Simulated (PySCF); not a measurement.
**Ionisation energy of Ba³⁵⁺ by level of theory**

Ba³⁵⁺ [Ar] 3d3 (4F) → Ba³⁶⁺ [Ar] 3d2 (3F), as a difference of total energies. Calculation: PySCF 2.14, in an even-tempered Gaussian basis (16 s from 5.6 bohr⁻², ratio 2.5; 11 p from 7.3 bohr⁻², ratio 2.5; 8 d from 7.3 bohr⁻², ratio 2.5; 4 f from 27 bohr⁻², ratio 2.7; 3 g from 41 bohr⁻², ratio 2.7); the non-relativistic Hamiltonian (point nucleus). Correlated levels: outer shells: [Ne] frozen; virtual orbitals above 40 to 60 times the deepest correlated orbital energy dropped. The calculations carry no spin-orbit coupling.

| method | ionisation energy (eV) |
| --- | --- |
| UHF | 2346.4 |
| LDA | 2346.2 |
| PBE | 2346.1 |
| PBE0 | 2346.6 |
| r2SCAN | 2347.7 |
| PBEsol | 2345.9 |
| B2PLYP | 2346.6 |
| MP2 (outer shells) | 2346.4 |
| SCS-MP2 (outer shells) | 2346.1 |

Spin-orbit coupling is strong in these open shells (close to jj coupling). The scalar numbers leave it out and a first-order estimate fails, so it can dominate the gap to the real levels.

All relativistic terms are absent from these numbers, so their closeness to the reference says little about the methods.

For comparison: 2349 ± 5 eV (theoretical estimate listed by NIST; NIST Atomic Spectra Database, ionization energies).
